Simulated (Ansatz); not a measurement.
GaH5O, SMILES `[OH2+][GaH3-]`, relaxed with RKS PBE0-D4/def2-TZVP in Ansatz 0.2.0 from a PBE-D4/def2-SVP geometry. The force threshold is 0.005 eV/Å; the program also tests the step.

Total charge 0; spin multiplicity 1.

Start:

```xyz
7

O     0.398   -0.939   -0.729
Ga   -0.202    0.569    0.759
H     0.965   -0.501   -1.394
H    -0.396   -1.218   -1.226
H    -1.088   -0.397    1.650
H     1.270    0.951    1.208
H    -0.947    1.535   -0.268
```

| step | energy (eV) | largest force (eV/Å) | largest move (Å) |
| --- | --- | --- | --- |
| 1 | -54497.9496 | 0.634 | 0.000 |
| 2 | -54497.9628 | 0.243 | 0.021 |
| 3 | -54497.9647 | 0.055 | 0.014 |
| 4 | -54497.9653 | 0.013 | 0.017 |
| 5 | -54497.9654 | 0.007 | 0.017 |
| 6 | -54497.9655 | 0.028 | 0.022 |
| 7 (rejected) | -54497.9647 | 0.233 | 0.070 |
| 8 (rejected) | -54497.9654 | 0.041 | 0.017 |
| 9 | -54497.9655 | 0.005 | 0.008 |
| 10 | -54497.9657 | 0.028 | 0.036 |
| 11 (rejected) | -54497.9634 | 0.344 | 0.086 |
| 13 | -54497.9659 | 0.005 | 0.019 |
| 15 | -54497.9664 | 0.043 | 0.013 |
| 17 (rejected) | -54497.9363 | 1.116 | 0.197 |
| 19 (rejected) | -54497.9649 | 0.392 | 0.098 |
| 21 | -54497.9675 | 0.012 | 0.024 |
| 23 | -54497.9681 | 0.060 | 0.007 |
| 25 (rejected) | -54497.9562 | 0.775 | 0.165 |
| 27 (rejected) | -54497.9688 | 0.229 | 0.083 |
| 29 (rejected) | -54497.9696 | 0.082 | 0.040 |
| 31 | -54497.9700 | 0.027 | 0.021 |
| 33 | -54497.9703 | 0.055 | 0.012 |
| 35 (rejected) | -54497.9700 | 0.177 | 0.077 |
| 37 | -54497.9706 | 0.004 | 0.003 |
| 38 | -54497.9707 | 0.005 | 0.020 |

End:

```xyz
7

O     0.220   -0.955   -0.769
Ga   -0.252    0.552    0.758
H     1.151   -0.872   -0.999
H    -0.281   -0.768   -1.569
H    -0.942   -0.363    1.831
H     1.256    0.981    0.954
H    -1.152    1.425   -0.206
```

Hardware: 2 threads of a server CPU on a shared host. Wall time 61 s, peak host memory 0.18 GiB.
